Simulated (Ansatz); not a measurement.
A CCSD(T) single point on `CO[Si]1(S)C=N1`.

```yaml
crystal:
  periodic: [false, false, false]
  atoms:
    - {symbol: C, position_ang: [-0.352498, -0.589243, 1.923462]}
    - {symbol: O, position_ang: [-0.052922, -0.946431, 0.587429]}
    - {symbol: Si, position_ang: [0.222717, 0.036985, -0.665730]}
    - {symbol: S, position_ang: [1.527694, 1.582550, -0.056538]}
    - {symbol: C, position_ang: [-0.109950, -0.447701, -2.315031]}
    - {symbol: N, position_ang: [-0.995756, 0.394257, -1.878900]}
    - {symbol: H, position_ang: [-0.007103, -1.394092, 2.573026]}
    - {symbol: H, position_ang: [-1.431926, -0.470243, 2.046076]}
    - {symbol: H, position_ang: [0.142530, 0.340988, 2.216799]}
    - {symbol: H, position_ang: [1.199711, 2.352036, -1.108108]}
    - {symbol: H, position_ang: [-0.077195, -0.915907, -3.301886]}
basis:
  gaussian: {orbitals: def2-SVP}
correlation: {method: ccsd_t}
```

```sh
$ ansatz run in.yaml --threads 4 --pin off --events-out ev --progress --plain --max-ram 10444MiB
```

The program prints (abridged):

```
Functional definition: HF
1148 factors; integrals over basis functions are off by at most 1.2e-3 eV
mean field evaluation 1: about -24324.6474 eV, gradient 3.7e1 eV
mean field evaluation 2: about -24324.6539 eV, gradient 3.7e1 eV
mean field evaluation 4: about -24328.1152 eV, gradient 4.3e0 eV
mean field evaluation 8: about -24328.1822 eV, gradient 2.0e-1 eV
mean field evaluation 16: about -24328.1684 eV, gradient 1.4e0 eV
mean field -24328.18253250 eV, -894.0442178348 hartree, gradient 1.8e-6 eV, S^2 0.000000; 0 other end points of the search recorded, 0 dependent functions left out
14 core orbitals not correlated: weight in the atoms' cores, before any rotation towards them, 1.000 or more for the frozen orbitals, at most 0.000 for the correlated occupied ones
reference -24328.18253250 eV, -894.0442178348 hartree; 17, 17 occupied and 86, 86 virtual orbitals, 1148 factors
second order -22.48151488 eV of doubles, -0.00000000 eV of singles
cycle   1  -23.04074278 eV  change   -5.6e-1 eV  update   1.2e-1
cycle   2  -23.68238476 eV  change   -6.4e-1 eV  update   3.5e-2
cycle   3  -23.83361534 eV  change   -1.5e-1 eV  update   1.8e-2
cycle   4  -23.82806302 eV  change    5.6e-3 eV  update   4.4e-3
cycle   5  -23.82825500 eV  change   -1.9e-4 eV  update   2.1e-3
cycle   6  -23.82869492 eV  change   -4.4e-4 eV  update   6.3e-4
cycle   7  -23.82839684 eV  change    3.0e-4 eV  update   2.8e-4
cycle   8  -23.82836685 eV  change    3.0e-5 eV  update   1.1e-4
cycle   9  -23.82839327 eV  change   -2.6e-5 eV  update   4.6e-5
cycle  10  -23.82837091 eV  change    2.2e-5 eV  update   1.9e-5
perturbative correction -0.80306930 eV, -0.0295122525 hartree
Total energy: -24352.81397270 eV, -894.9494065667 hartree
```

It took 8 s on 4 threads of an Arm Neoverse V1 on a shared host, with 0.61 GiB of host memory at the peak.

The correlation energy is -24.631 eV, 3.3 % of it from (T); the T1 diagnostic reads 0.0130.
